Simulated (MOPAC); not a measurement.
MOPAC input (PM6):

```
PM6 PRECISE GNORM=0.05 LET XYZ CHARGE=1 GEO-OK AUX(PRECISION=9) THREADS=1
GeI

Ge   -0.00000000 1   -0.00000000 1   -1.50938001 1
I     0.00000000 1    0.00000000 1    0.91132378 1
```

From the last part of the output:

```
                                                       MOPAC v23.2.5 Linux

          FINAL HEAT OF FORMATION =        219.32482 KCAL/MOL =     917.65505 KJ/MOL

          COSMO AREA              =        108.40 SQUARE ANGSTROMS
          COSMO VOLUME            =         98.82 CUBIC ANGSTROMS

          GRADIENT NORM           =          0.00202          =       0.00143 PER ATOM
          IONIZATION POTENTIAL    =         14.275390 EV
          HOMO LUMO ENERGIES (EV) =        -14.275 -6.985
          NO. OF FILLED LEVELS    =          5
          MOLECULAR WEIGHT        =        199.4945         POINT GROUP:  C*v

          MOLECULAR DIMENSIONS (Angstroms)

            Atom       Atom       Distance
            I     2   Ge     1     2.47802
            I     2   Ge     1     0.00000
           Ge     1    I     2     0.00000

          SCF CALCULATIONS        =          6

   ATOM   CHEMICAL          X               Y               Z
  NUMBER   SYMBOL      (ANGSTROMS)     (ANGSTROMS)     (ANGSTROMS)

     1      Ge          0.00000000  *   0.00000000  *  -1.53803954  *
     2       I          0.00000000  *   0.00000000  *   0.93998331  *

                             CARTESIAN COORDINATES

   1   Ge        0.000000000     0.000000000    -1.538039538
   2    I        0.000000000     0.000000000     0.939983308

           Empirical Formula: Ge I  =     2 atoms

      MOLECULAR POINT GROUP   :   C*v

                  EIGENVALUES
 -25.10441 -21.16363 -14.82979 -14.82979 -14.27539  -6.98514  -6.98514  -6.03157
 105.33033 105.46481 105.46481 106.15707 106.15707

              NET ATOMIC CHARGES AND DIPOLE CONTRIBUTIONS

  ATOM NO.   TYPE          CHARGE      No. of ELECS.   s-Pop       p-Pop       d-Pop
    1         Ge           1.135507        2.8645     1.91218     0.95232
    2          I          -0.135507        7.1355     1.95341     5.17818     0.00392
 DIPOLE           X         Y         Z       TOTAL
 POINT-CHG.     0.000    -0.000    -9.184     9.184
 HYBRID         0.000     0.000     2.264     2.264
 SUM            0.000     0.000    -6.921     6.921

          ATOMIC ORBITAL ELECTRON POPULATIONS

     Atom    s        px        py        pz      x^2-y^2     xz        z^2       yz        xy
    1 Ge   1.91218   0.14727   0.14727   0.65777
    2  I   1.95341   1.85207   1.85207   1.47404   0.00000   0.00066   0.00261   0.00066   0.00000

 **********************
 *                    *
 * JOB ENDED NORMALLY *
 *                    *
 **********************

 == MOPAC DONE ==
```

The dipole moment of an ion depends on the origin.
